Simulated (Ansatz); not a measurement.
`[F][Ga]([F])[O][SiH3]` and `[F][Al]([F])[O][SiH3]` differ in one element.

Ansatz, PBE0-D4/def2-TZVP geometries, multiplicity 1. Each molecule was computed in one conformer, which needn't be the lowest.

Scalar relativity is left out up to krypton.

| property | `[F][Ga]([F])[O][SiH3]` |
| --- | --- |
| LUMO energy (ωB97M-V/def2-TZVPP) / eV | -0.07 |
| HOMO energy (PBE/def2-TZVPP) / eV | -7.81 |
| HOMO energy (B3LYP/def2-TZVPP) / eV | -9.06 |
| HOMO–LUMO gap (PBE/def2-TZVPP) / eV | 4.86 |
| HOMO–LUMO gap (ωB97M-V/def2-TZVPP) / eV | 11.48 |
| LUMO energy (PBE/def2-TZVPP) / eV | -2.96 |

Give the same properties after the change, and the shifts. (Best estimate.)

Computed: 
```tsv
property	`[F][Al]([F])[O][SiH3]`	shift
LUMO energy (ωB97M-V/def2-TZVPP) / eV	0.37	0.44
HOMO energy (PBE/def2-TZVPP) / eV	-7.69	0.12
HOMO energy (B3LYP/def2-TZVPP) / eV	-8.94	0.12
HOMO–LUMO gap (PBE/def2-TZVPP) / eV	5.57	0.71
HOMO–LUMO gap (ωB97M-V/def2-TZVPP) / eV	11.83	0.35
LUMO energy (PBE/def2-TZVPP) / eV	-2.12	0.84
```

With PBE0 the HOMO rises by 0.10 eV and the LUMO rises by 0.73 eV, so the gap widens by about 0.63 eV. PBE moves the HOMO by 0.12 eV and ωB97M-V by 0.10 eV.

B3LYP here is the variant with VWN-RPA as its local correlation; programs differ in this.
